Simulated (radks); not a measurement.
The numbers below are computed, except where a source is named.
Species: the rhenium ion Re6+. Configuration: [Xe] 4f14 5d1 (the NIST ground configuration). Level of theory: Dirac Kohn-Sham, PBE, spin-unpolarised, spherical densities, finite nucleus; open shells are shared between the two j in proportion to 2j + 1; Fermi nuclear charge, rms radius 5.3698 fm (a radial shooting solver on a logarithmic mesh with Libxc functionals).

Normalised radial functions P(r) = r R(r) (large component), r in bohr:

```
   r/bohr * 5s1/2, o 4f5/2, + 6s1/2 (the largest magnitude, 1.34, reaches the edge; | marks zero, & curves that meet)
 0.001395                             o+*
 0.002183                             o+*
 0.003389                             o +*
 0.005305                             o + *
 0.008237                             o + *
  0.01289                             o +*
  0.02002                             &*
  0.03108                         * + o
  0.04865                       *  +  o
  0.07554                          * +| o
   0.1182                             |  +  o*
   0.1836                             |  +  *       o
   0.2873                   *    +    |                      o
   0.4461                     *    +  |                          o
   0.6927                             |       +        *  o
    1.084                             |   +     o           *
    1.684               +             |  o    *
    2.635                +            o*
    4.091                          +  &
    6.404                             &
```

5s1/2: eigenvalue -161.27 eV, 4 radial nodes at r = 0.0214, 0.0857, 0.222, 0.520 bohr, <r> = 1.02 bohr, 90 % of the charge inside 1.45 bohr. 4f5/2: eigenvalue -121.47 eV, 0 radial nodes, <r> = 0.571 bohr, 90 % of the charge inside 0.935 bohr. 6s1/2 (empty): eigenvalue -61.937 eV, 5 radial nodes at r = 0.0214, 0.0855, 0.221, 0.503, 1.19 bohr, <r> = 2.17 bohr, 90 % of the charge inside 3.04 bohr.
